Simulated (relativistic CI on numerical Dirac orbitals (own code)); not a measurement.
Calculated at this level of theory: Dirac-Coulomb-Breit CI, separate exchange-only KLI orbitals for each configuration, model QED (radiative potential, 1s self-energy scaled to tabulated hydrogen-like ionisation energies), unscaled Slater integrals (own radial code, finite nucleus).

The strongest absorption lines from the ground level of an ion, among the configurations computed and to levels below about 384 eV (vacuum wavelength in nm, gf): 4.2627 (0.32), 4.3674 (0.63), 4.3817 (0.12), 5.1985 (0.47), 5.2516 (0.28), 5.4285 (0.28), 5.6156 (0.98), 5.8354 (0.11).

(1) Which ion is it?
A. I³²⁺
B. I³⁰⁺
C. Ba³⁵⁺
D. Pr³⁸⁺

## Answers

(1) A. I³²⁺ has 21 electrons and the ground level 3s²3p⁶3d³ ⁴F3/2; the strongest line goes to 3s²3p⁵3d⁴ ⁴G°5/2. The pattern of lines fixes the number of electrons, and along that sequence the line energies rise steadily with the charge (about as its square where n changes within one kind of shell, about linearly where n is kept but much faster in heavy ions where fine structure, which grows about as Z⁴, sets the gap, and irregularly where shells cross), which fixes Z. Configurations outside the model, such as inner-shell arrays, can give stronger lines. At this charge energies of transitions that change n are usually good to better than 1 %, and those within a shell (Δn = 0) to a few per cent. Terms inside the open d or f shell come out 10 to 20 % too wide with unscaled integrals.

LS names give the leading component of a level, which can be under half, so a name can repeat, a term be missing and a line seem to break the LS rules.
